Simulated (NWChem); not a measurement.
System: C2H4F2OSi; SMILES C1OC(F)(F)[SiH2]1

Input file for NWChem:

```
start job
memory heap 200 mb stack 900 mb global 1100 mb
geometry units angstroms noautosym nocenter noautoz
  F      0.196682    -1.444633    -1.075586
  C      0.024615    -0.653903     0.000000
  F      0.196682    -1.444633     1.075586
  O     -1.247373    -0.118926     0.000000
  C     -1.056875     1.311617     0.000000
  Si     0.839232     1.100730     0.000000
  H     -1.514117     1.761826    -0.895369
  H     -1.514117     1.761826     0.895369
  H      1.578562     1.499830    -1.229654
  H      1.578562     1.499830     1.229654
end
basis spherical
  * library cc-pvtz
end
dft
  xc pbe0
  iterations 150
  semidirect filesize 400000000
end
property
  efieldgrad
end
task dft property
```

Coordinates come from a PBE0/def2-SVP optimisation.

Vzz is the largest principal value of the second derivative of the potential at the nucleus (NWChem prints the opposite sign); η is the asymmetry. Non-relativistic.

Atoms are numbered as in the input.

Question: Predict the main results of this run. (PBE0/cc-pVTZ.) Quantities: Vzz O4 (a.u.); η O4.

Answer: 
```json
{
  "Vzz O4 (a.u.)": "1.751",
  "η O4": "0.94"
}
```
